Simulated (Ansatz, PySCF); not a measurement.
Reaction R1 → 3 P1, each structure at its B3LYP-D3(BJ)/def2-TZVP stationary point, reached from a drawn start (curvature not checked).
R1: O3 (SMILES O=[O+][O-]), charge 0, multiplicity 1.
P1: O atom, charge 0, multiplicity 3.

P less R. No zero-point or thermal terms; singlets are restricted closed shells; open shells are unrestricted; no spin–orbit coupling.

Cores are frozen in the correlated methods.

Programs: Ansatz (a quantum-chemistry and plane-wave program); PySCF for M06-2X. Each number belongs to the level named beside it.

Q: One of these levels gives 114.80 kcal/mol for the reaction energy. Which?
(A) BHLYP/def2-TZVPP
(B) r2SCAN/def2-TZVPP
(C) M06-2X/def2-TZVPP
(D) CCSD/cc-pVQZ

A: D, CCSD/cc-pVQZ. The others give 151.69 (r2SCAN/def2-TZVPP), 85.82 (BHLYP/def2-TZVPP), 130.72 (M06-2X/def2-TZVPP)

Doubts at one or more of the structures used: other coupled-cluster roots may lie near (CCSD/cc-pVQZ).
